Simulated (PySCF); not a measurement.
Compound: C₆H₁₂OSi.
Cartesian coordinates in Å at the PBE0-D3(BJ)/def2-SVP level; atoms count from 1:
```xyz
20
C6H12OSi angstrom
C     -1.7998   -1.0823    1.1699
C     -1.6419   -0.1461    0.2233
C     -2.6622    0.9221   -0.0460
Si    -0.0741   -0.1885   -0.7979
C      1.2286    1.1066   -0.3486
C      2.1043    0.2895    0.6133
C      2.1547   -1.1448    0.0837
O      0.8627   -1.5188   -0.3548
H     -1.0415   -1.8542    1.3327
H     -2.6936   -1.1157    1.8063
H     -3.5366    0.8289    0.6164
H     -2.2363    1.9304    0.0953
H     -3.0187    0.8799   -1.0891
H     -0.4177   -0.2119   -2.2533
H      0.8419    2.0303    0.1063
H      1.7938    1.3935   -1.2520
H      1.6406    0.2824    1.6144
H      3.1179    0.7064    0.7288
H      2.8713   -1.2180   -0.7576
H      2.4872   -1.8544    0.8586
```

NICS is the negative of the GIAO shielding at a point without a nucleus: at the ring centre (0) and 1 Å above and below it (1); zz is the component along the ring normal. Level: GIAO CAM-B3LYP/pcSseg-1 (PySCF, non-relativistic, gas phase) on the PBE0-D3(BJ)/def2-SVP geometry, one conformer.

Ring bond lengths (Å): Si4–C5 1.891, C5–C6 1.536, C6–C7 1.530, C7–O8 1.415, O8–Si4 1.686.

Q: What do the NICS probes read (ppm)?

A: 
| ring | type | NICS(0) | NICS(1), two faces | NICS(1)zz, two faces | rms pucker (Å) | centre to ring atoms, mean (Å) |
| --- | --- | --- | --- | --- | --- | --- |
| Si4–C5–C6–C7–O8 | 5-membered ring with O and Si; formal bonds all single | -5.7 | -2.9 / -3.5 | -3.9 / -3.6 | 0.17 | 1.35 |

Q: What do they say, and how far can they be read as aromaticity?

A: 
- Si4–C5–C6–C7–O8: mean NICS(1)zz -3.7 ppm, shielded. Si4, C5, C6, C7 have four or more neighbours, and the NICS criterion for π rings isn't applied.

Q: At the second NICS(1) probe listed for ring Si4–C5–C6–C7–O8, 1 Å off the ring, what do the in-plane components average?

A: The isotropic value is a third of the trace: (3 × -3.5 − (-3.6))/2 = -3.5 ppm.

Q: How do the values depend on the level or the medium?

A: 
| level | NICS(0), Si4–C5–C6–C7–O8 | mean NICS(1)zz, Si4–C5–C6–C7–O8 |
| --- | --- | --- |
| CAM-B3LYP/pcSseg-1, gas | -5.7 | -3.7 |
| PBE0/pcSseg-1, gas | -6.1 | -4.0 |
| PBE0/pcSseg-1, IEF-PCM chloroform | -6.1 | -4.0 |

The geometry is the same throughout; the continuum's cavity takes Bondi-type radii × 1.2.

On Arm Neoverse N1, one thread, on a shared host, this took 87 s and 1.1 GiB of memory at its peak. This is the whole shielding run at CAM-B3LYP/pcSseg-1, SCF included.
